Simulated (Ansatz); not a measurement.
These are frozen-core CCSD(T)/cc-pVTZ run with Ansatz (a first-principles code) values and carry that method's errors.

Ansatz 0.2 input:
```yaml
crystal:
  periodic: [false, false, false]
  atoms:
    - { symbol: Br, position_ang: [0.0, 0.0, 0.0] }
basis:
  gaussian: { orbitals: cc-pVTZ }
correlation:
  method: ccsd_t
magnetization:
  spin_polarized: true
  initial_magnetization: 1
```

Output:

```
Functional definition: HF
276 factors; integrals over basis functions are off by at most 1.8e-4 eV
mean field evaluation 1: about -69999.6032 eV, gradient 5.1e0 eV
mean field evaluation 2: about -69999.6036 eV, gradient 5.1e0 eV
mean field evaluation 4: about -69999.7946 eV, gradient 5.2e-1 eV
mean field evaluation 8: about -69999.7968 eV, gradient 1.1e-3 eV
mean field evaluation 16: about -69999.7950 eV, gradient 5.3e-1 eV
mean field evaluation 32: about -69999.7968 eV, gradient 4.2e-3 eV
mean field evaluation 64: about -69999.7968 eV, gradient 7.5e-4 eV
mean field -69999.79681619 eV, -2572.4450854287 hartree, gradient 4.6e-7 eV, S^2 0.758700; 4 other end points of the search recorded, 0 dependent functions left out
9 core orbitals not correlated
reference -69999.79681619 eV, -2572.4450854287 hartree; 9, 8 occupied and 25, 26 virtual orbitals, 276 factors
second order -5.28897282 eV of doubles, -0.00000000 eV of singles
cycle   1  -5.56230103 eV  change   -2.7e-1 eV  update   4.0e-2
cycle   2  -5.70632622 eV  change   -1.4e-1 eV  update   1.2e-2
cycle   3  -5.70906062 eV  change   -2.7e-3 eV  update   3.1e-3
cycle   4  -5.70984639 eV  change   -7.9e-4 eV  update   7.8e-4
cycle   5  -5.70970725 eV  change    1.4e-4 eV  update   1.6e-4
cycle   6  -5.70970002 eV  change    7.2e-6 eV  update   4.7e-5
cycle   7  -5.70971607 eV  change   -1.6e-5 eV  update   1.3e-5
perturbative correction -0.17067464 eV, -0.0062721772 hartree
Total energy: -70005.67720690 eV, -2572.6611858012 hartree
```

Cost: roughly 3 core-seconds.
